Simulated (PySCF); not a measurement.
SMILES Cl[SiH](Cl)C#C[SiH](C)C (GFN2-xTB optimised geometry):

```
16

Si    -2.436    -0.635     0.000
Cl    -3.082    -1.608    -1.651
Cl    -3.082    -1.608     1.651
C     -0.591    -0.635     0.000
C      0.620    -0.655     0.000
Si     2.482    -0.719    -0.001
C      3.026    -1.658    -1.562
C      3.029    -1.634     1.573
H     -2.970     0.719     0.000
H      2.970     0.670    -0.012
H      2.676    -1.158    -2.460
H      4.108    -1.728    -1.624
H      2.629    -2.669    -1.575
H      2.682    -1.120     2.465
H      2.632    -2.645     1.603
H      4.112    -1.703     1.634
```

Calculation: PBE0/def2-TZVP (PySCF 2.14.0).

What are the frontier orbital energies and the dipole moment?

HOMO-2 -9.27 eV, HOMO-1 -8.31 eV, HOMO -8.21 eV, LUMO -0.89 eV, LUMO+1 -0.84 eV; dipole moment 2.06 D.

On the same geometry PBE/def2-TZVP (PySCF) gives HOMO-2 -7.85 eV, HOMO-1 -7.10 eV, HOMO -7.01 eV, LUMO -1.76 eV, LUMO+1 -1.72 eV; dipole moment 2.05 D.

Meta-Löwdin charges at PBE0/def2-TZVP: Si1 0.86, Cl2 -0.27, Cl3 -0.27, C4 -0.31, C5 -0.23, Si6 0.79, C7 -0.60, C8 -0.60, H9 -0.09, H10 -0.10, H11 0.14, H12 0.13, H13 0.14, H14 0.14, H15 0.14, H16 0.13.
